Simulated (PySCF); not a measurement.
Multinuclear NMR of C₈H₁₂N₂

Numbering as in the mapped SMILES `[CH3:1][c:2]1[cH:3][n:4][n:5]([CH:6]2[CH2:7][CH2:8][CH2:9]2)[cH:10]1`; H(Xn) means a hydrogen on atom n. Ha(C7), Ha(C8), Ha(C9) are cis to N5 on the ring; Hb(C7), Hb(C8), Hb(C9) are trans to N5 on the ring.

PySCF calculation with GIAO PBE0/pcSseg-1 shieldings and GFN2-xTB geometry; relativity neglected, isolated molecule, one computed conformer, one averaged value for each set of equivalent atoms.

**Question.** Where does ¹⁵N resonate?

**Answer.** 
| atoms | environment | σ (ppm) | δ (ppm) |
| --- | --- | --- | --- |
| N4 | pyridine-type nitrogen of an azole | -69.0 | -84.5 |
| N5 | pyrrole-type ring nitrogen | 19.7 | -166.2 |

Shieldings were converted by a linear fit to measured shifts: ¹⁵N (scatter 6.3 ppm rms vs CH3NO2, solution or neat liquid). A few per cent of atoms miss by over 2 rms, more outside the fitted compound classes.

On a 600 MHz spectrometer ¹⁵N resonates near 60.8 MHz, so 1 ppm is 60.8 Hz.
